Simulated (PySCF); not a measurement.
# Computed records: AlClGeH$_{4}$N

Calculation on a computer-drawn molecule: the log of a Hartree-Fock and frozen-core CCSD(T) single point meant for a local Hartree-Fock minimum, with one planted fault or none, to be diagnosed. Offsets are logged minus clean, where the clean run is the same molecule without the fault. The reference is restricted for singlets and unrestricted otherwise, and also for a bond in bohr or an excited solution. Adding or removing an electron swaps singlet and doublet. The excited solution moves the top pair (singlet) or top alpha electron (doublet) to the lowest empty orbital. Highest occupied and lowest empty are orbital energies over both spins, largest force is the largest gradient component, triples share is (T) over the correlation energy, the T1 limit is 0.02 restricted and 0.045 unrestricted, electrons count all cores, a negative frequency is imaginary (commonest isotopes), and the dipole is about the centre of nuclear charge; on germanium a core potential holds 10 electrons, which the energies leave out, and 3d is frozen in MP2 and coupled-cluster steps. Program: PySCF 2.14.0.

```xyz
8
formula=AlClGeH4N meant_charge=0 meant_multiplicity=2 meant_basis=cc-pV(D+d)Z meant_basis_and_core_potential_on_germanium=cc-pVDZ-PP_ECP10MDF logged_electrons=73 logged_basis_functions=103 logged_SCF_converged=yes logged_spin_squared=3.7616 logged_highest_occupied=-5.1083 logged_lowest_empty=-1.3277 logged_largest_force=0.071804 logged_T1_diagnostic=0.015931 logged_D1_diagnostic=0.070002 logged_triples_share=0.024044 logged_CC_converged=yes logged_dipole_magnitude=6.4851 logged_SCF_stable_within_its_kind=yes logged_energy_HF=-1051.48788 logged_energy_CCSD(T)=-1051.96068 possible_faults=no_fault,one_electron_removed,one_electron_added,multiplicity_raised_by_two,geometry_at_a_saddle_point,SCF_held_on_an_excited_solution,minimal_basis_STO-3G,one_bond_length_entered_in_bohr,all_coordinates_scaled
Al    -2.1399    -2.2147    -0.7125
N     -0.9156    -0.9569    -0.3414
Ge     0.2347    -0.0721    -1.4404
Cl     2.2047    -1.0259    -1.3887
H     -2.3526    -2.5365    -2.2548
H     -0.7402    -0.7489     0.6289
H      0.4816     1.3526    -0.9631
H     -0.2432    -0.1731    -2.8787
```

Units: logged_highest_occupied, logged_lowest_empty in eV; logged_largest_force in hartree/bohr; logged_dipole_magnitude in debye; logged_energy_HF, logged_energy_CCSD(T) in hartree.

Drawn bonds:
```
atom  other atom  order
   1           2      1
   2           3      1
   3           4      1
   1           5      1
   2           6      1
   3           7      1
   3           8      1
```

Q: AlClGeH$_{4}$N: planted fault?
A: multiplicity raised by two

Further results for AlClGeH$_{4}$N:

* HF energy offset from clean run: 94.7 kcal/mol
* CCSD(T) energy offset from clean run: 116.3 kcal/mol
